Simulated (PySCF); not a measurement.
ClH₇OSi₃, SMILES [SiH3]O[SiH2][SiH2]Cl.

Geometry: B3LYP-D3(BJ)/def2-SVP. This is a generated structure with no PubChem entry under its InChIKey; it may be hypothetical. One conformer was computed; it need not be the lowest.

Two levels are set side by side: TDA-PBE/def2-SVPD (PySCF) and TDA-B3LYP/def2-SVPD (PySCF). Vertical, same geometry. The lowest singlet is HOMO→LUMO 98 % with PBE and HOMO→LUMO 98 % with the other functional; states are paired by order. Differences are taken from unrounded values.

```csv
quantity,TDA-B3LYP
lowest singlet excitation (eV),5.50
lowest triplet excitation (TDA) (eV),4.97
first bright state (f over 0.05) (eV),7.35
its oscillator strength,0.08
```

### Question
What does TDA-PBE give, and how far is it from TDA-B3LYP? (The exact figures need the calculation; the answer reports its results.)

### Answer

| quantity | TDA-PBE | TDA-PBE minus TDA-B3LYP |
|---|---|---|
| lowest singlet excitation (eV) | 4.98 | -0.52 |
| lowest triplet excitation (TDA) (eV) | 4.49 | -0.47 |
| first bright state (f over 0.05) (eV) | 6.73 | -0.63 |
| its oscillator strength | 0.06 | -0.01 |

Functionals without exact exchange tend to place singlet excitations lower, as here. Differences between two approximate levels are no errors against the true value.

Rough cost on one machine, each run with all the roots and properties that it gave: TDA-B3LYP against TDA-PBE about 2 times.
